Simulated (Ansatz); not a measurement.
C2H6FNSi, SMILES `C=C(F)N[SiH3]`. Total charge 0; spin multiplicity 1. All single points use the PBE0-D4/def2-TZVP geometry. It is one conformer, not always the lowest.

```xyz
11

C    -1.025   -0.887   -1.721
C    -0.414   -0.099   -0.846
F    -0.202    1.196   -1.138
N     0.080   -0.377    0.398
Si    0.869    0.761    1.452
H    -1.352   -0.487   -2.668
H    -1.200   -1.928   -1.494
H    -0.042   -1.332    0.690
H    -0.025    1.884    1.825
H     2.107    1.311    0.848
H     1.203   -0.043    2.654
```

What is the dipole moment at B3LYP/def2-TZVPP? (Estimate.)

The calculation gave: 1.88 D, with components (0.20, -1.40, 1.24) D in this frame, pointing from negative to positive charge.

And with PBE, r2SCAN, ωB97M-V? (An estimate is asked.)

The calculation gave: PBE 1.81 D, r2SCAN 1.87 D, ωB97M-V 1.86 D.

Give the Mulliken charges with B3LYP, PBE, r2SCAN in def2-TZVPP. (Best estimate.)

Computed: 
| atom | B3LYP | PBE | r2SCAN |
| --- | --- | --- | --- |
| C1 | -0.32 | -0.30 | -0.33 |
| C2 | 0.33 | 0.26 | 0.36 |
| F3 | -0.22 | -0.17 | -0.21 |
| N4 | -0.28 | -0.22 | -0.32 |
| Si5 | 0.34 | 0.26 | 0.37 |
| H6 | 0.10 | 0.09 | 0.10 |
| H7 | 0.08 | 0.07 | 0.07 |
| H8 | 0.15 | 0.16 | 0.16 |
| H9 | -0.06 | -0.05 | -0.06 |
| H10 | -0.06 | -0.05 | -0.06 |
| H11 | -0.07 | -0.05 | -0.07 |

B3LYP here is the variant with VWN-RPA as its local correlation; programs differ in this.
